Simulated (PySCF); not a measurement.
Relaxation of singlet Al(OH)₃

Level of theory: PySCF, PBE0, basis Al def2-TZVP, O def2-TZVP, H def2-TZVP (no relativity, density fitting). A (50,194) grid was used.

A hand-made trigonal planar (heavy-atom frame) start, of C3h symmetry, held to at least that symmetry:

Coordinates in bohr (charge 0 multiplicity 1):
```
Al    0.0000    0.0000    0.0000
O     3.5716    0.0000    0.0000
O    -1.7858    3.0931    0.0000
O    -1.7858   -3.0931    0.0000
H     4.7377   -1.3897    0.0000
H    -1.1654    4.7978    0.0000
H    -3.5724   -3.4081    0.0000
```

Optimiser trace:
```tsv
step	E − E(last) (kJ/mol)	largest gradient (Eh/bohr)
0	146.39	0.06597
1	33.38	0.02644
2	6.77	0.02067
3	2.00	0.00512
4	1.01	0.00223
5	0.04	0.00239
6	0.00	0.00028
7	0.00	0.00005
```

It ends at C3h with Al–O 1.689 Å (×3), O–H 0.956 Å (×3); Al–O–H 122.4° (×3), O–Al–O 120.0° (×3). A frequency run shows a minimum. Other isomers or separated fragments may lie lower.

Final geometry:
Z-matrix (Å, degrees; charge 0 multiplicity 1):
```
Al
O  1 1.6892
O  1 1.6892 2 120.00
O  1 1.6892 2 120.00 3 180.00
H  2 0.9555 1 122.40 3 180.00
H  3 0.9555 1 122.40 2 0.00
H  4 0.9555 1 122.40 2 180.00
```

The relaxation took 12 s on 4 threads of a shared Arm Neoverse V2 host, with 148 basis functions and 8 gradients; the process peaked at 1.2 GiB. Launch command: `OMP_NUM_THREADS=4 python axn.py task.json out`.
